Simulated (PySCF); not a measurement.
dibromo-chloro-fluoromethane (CBr2ClF), SMILES FC(Br)(Br)Cl.

Geometry optimised at B3LYP-D3(BJ)/def2-SVP.

Two levels are set side by side: TDDFT-PBE/def2-SVPD (PySCF) and TDDFT-ωB97X/def2-SVPD (PySCF). Vertical, same geometry. The lowest singlet is HOMO→LUMO 98 % with PBE and HOMO→LUMO 89 % with the other functional; states are paired by order. Differences are taken from unrounded values.

```tsv
quantity	TDDFT-PBE
lowest singlet excitation (eV)	4.18
lowest triplet excitation (TDA) (eV)	3.78
```

**Question.** These are the TDDFT-PBE values. What does TDDFT-ωB97X give? (An estimate is asked for; the answer gives what the named calculation found.)

**Answer.** 
```tsv
quantity	TDDFT-ωB97X	TDDFT-PBE minus TDDFT-ωB97X
lowest singlet excitation (eV)	5.09	-0.91
lowest triplet excitation (TDA) (eV)	4.47	-0.69
```

A lower first singlet is the usual sign of a functional without exact exchange. Differences between two approximate levels are no errors against the true value.

Rough cost on one machine, each run with all the roots and properties that it gave: TDDFT-ωB97X against TDDFT-PBE about 10 times.
